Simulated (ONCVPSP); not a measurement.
# tantalum (Ta), ONCV: configuration errors across variants

```
Element                 : Ta
Generator               : ONCVPSP 4.0.1
Type                    : optimised norm-conserving Vanderbilt (ONCV)
Functional              : LDA (Perdew-Zunger)
Relativity              : fully relativistic
Frozen core             : [Xe] 4f14
Valence charge          : 5
Reference configuration : 5d3 6s2
Partial waves           : 6s: rc 2.80 bohr, ncon 3, nbas 7, qcut 2.6 1/bohr, 2 projectors, debl 3.2 Ha; p scattering state at 0.31 Ha: rc 2.90 bohr, ncon 4, nbas 7, qcut 2.3 1/bohr, 2 projectors, debl 0.7 Ha; 5d: rc 2.25 bohr, ncon 5, nbas 9, qcut 5.5 1/bohr, 2 projectors, debl 2.5 Ha
Local potential         : polynomial inside 1.75 bohr (lpopt 5, dvloc0 0 Ha)
Core correction         : Teter function, fcfact 3, rcfact 1.6
```

Open shells are filled in proportion to 2j + 1.

In the p channel the program set the typed energies aside and used 0.050, 0.750 Ha (j = l + 1/2; the other j can differ).

All-electron excitation energies from the reference (eV): (1) 5d3 6s1 8.704; (2) 5d3 6s0 24.012; (3) 5d3 6s1 6p1 4.223.

2 further variants failed, have other tests or another functional or relativity, and are left out.

A true bound ghost makes a file unfit for plane-wave use even where its test errors are small: the radial tests pick states by their node count and pass the ghost by.

Errors AE − PS in meV (a dash: test not solved or not reliable):

| change | (1) | (2) | (3) | bound ghosts | GHOST(+) flags above zero |
| --- | --- | --- | --- | --- | --- |
| base | -29 | -187 | -6.9 | none | s, p3/2, p1/2 |
| d: nproj 3 | -29 | -186 | -6.9 | none | s, p3/2, p1/2 |
| d: ncon 4, nbas 8 | -29 | -186 | -6.9 | none | s, p3/2, p1/2 |
| s: debl 1.7 | -30 | -187 | -7.2 | s | p3/2, p1/2 |
| local potential polynomial inside 1.75 bohr (lpopt 5, dvloc0 5 Ha) | -29 | -187 | -7.3 | none | s, p3/2 |
| d: qcut 8.2 | -29 | -187 | -7.0 | none | s, p3/2, p1/2 |
| core correction Teter function, fcfact 6.5, rcfact 1.6 | -56 | -340 | -13 | none | s, p3/2, p1/2 |
| d: nbas 8 | -29 | -187 | -6.9 | none | s, p3/2, p1/2 |
| d: rc 2.12 | -29 | -187 | -6.9 | none | s, p3/2, p1/2 |

(1) Give the same row for: all radii but the core radius scaled by about 1.25 (s 3.50, p 3.62, d 2.82 bohr); local potential polynomial inside 2.18 bohr (lpopt 5, dvloc0 0 Ha).

Results:

(1) -30, -219, -12; bound ghosts: none; GHOST(+) flags above zero: s, p3/2, p1/2.
